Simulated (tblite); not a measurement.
Species: C8H9ClSi.
Cartesian coordinates in Å at the GFN2-xTB level; atoms count from 1:
```xyz
19
C8H9ClSi angstrom
C      5.2861   -0.5501   -0.9118
C      4.1413   -0.5594   -0.5437
C      2.8087   -0.5877   -0.1057
C      1.8846    0.2958   -0.5146
C      0.5057    0.3130   -0.0990
Cl     0.0018   -0.9365    1.0001
C     -0.4062    1.2097   -0.4903
Si    -2.1973    1.2094    0.0933
C     -3.0392   -0.3689   -0.5005
C     -3.7647   -1.1703    0.2626
H      6.2858   -0.5430   -1.2296
H      2.5543   -1.3720    0.5952
H      2.1604    1.0765   -1.2115
H     -0.0709    1.9775   -1.1732
H     -2.2447    1.2992    1.5556
H     -2.8415    2.3774   -0.5223
H     -2.9197   -0.6276   -1.5470
H     -3.9167   -0.9686    1.3108
H     -4.2377   -2.0652   -0.1141
```

Computed values, GFN2-xTB/tblite, gas phase, harmonic and unscaled. Against measured fundamentals such values can be off by several per cent, at times by over 20. Modes of hydrogen on silicon can be 10 to 20 % off. One conformer, not necessarily the lowest.

Harmonic wavenumbers (cm⁻¹): 29.9, 36.5, 51.8, 83.3, 108.2, 108.7, 146.6, 210.4, 234.2, 278.7, 337.3, 358.4, 415.7, 447.2, 495.4, 519.9, 570.2, 599.1, 615.3, 637.4, 669.4, 697.0, 713.7, 759.6, 776.7, 791.0, 820.0, 920.1, 966.6, 1008.4, 1027.5, 1050.0, 1126.5, 1204.0, 1235.0, 1273.9, 1279.1, 1421.9, 1594.4, 1618.8, 1670.7, 2211.1, 2235.5, 2240.2, 3019.5, 3054.7, 3059.1, 3067.8, 3070.0, 3100.0, 3395.5.

A = 2606, B = 400.6, C = 368.5 MHz; mass 168.016 u (most abundant isotopes); point group C1, symmetry number 1.

Problem. What is the zero-point energy?

Solution. ½Σν̃ = 28681 cm⁻¹ = 82.00 kcal/mol.

Problem. What is S at 298.15 K and 1 bar for an ideal gas of classical rigid rotors and harmonic oscillators?

Solution. Translation 41.29, rotation 31.10, vibration 44.22: S = 116.6 cal/(mol K).

Problem. And Cp and H(298.15 K) − H(0)?

Solution. Cp = 47.85 cal/(mol K), of which vibrations give 39.90 (their classical limit is 51 R = 101.3); H(298.15 K) − H(0) = 8.80 kcal/mol without the zero-point energy, 6.43 from vibrations.

Problem. Which modes carry the vibrational entropy at 298.15 K?

Solution. 29.9 cm⁻¹: 5.84; 36.5 cm⁻¹: 5.44; 51.8 cm⁻¹: 4.75; 83.3 cm⁻¹: 3.81; 108.2 cm⁻¹: 3.30; 108.7 cm⁻¹: 3.29 cal/(mol K); the other 45 give 17.80 together.

Problem. What must be added to the electronic energy to get the Gibbs energy at 298.15 K and 1 bar?

Solution. ZPE + [H(298.15 K) − H(0)] − T·S = 82.00 + 8.80 − 34.77 = 56.03 kcal/mol.

Problem. Blend soft modes into free rotors: weight 1/[1 + (100 cm⁻¹/ν̃)⁴] for the oscillator and the rest for a rotor with moment μB/(μ + B), μ = h/(8π²ν), B = 10⁻⁴⁴ kg m². What vibrational entropy results?

Solution. 38.77 cal/(mol K) in place of 44.22, which changes −T·S at 298.15 K by +1.63 kcal/mol.

Hindered rotation and anharmonicity are outside this model. Other conformers, if any are populated, would add a mixing term that is left out. The structure is chiral; the term R ln 2 for an equal mix with its mirror image is left out.

On one thread of an Arm Neoverse N1, no GPU, shared host with 64 logical CPUs at a one-minute load of 57, this took 1.7 s. The figure is for the frequency step alone.
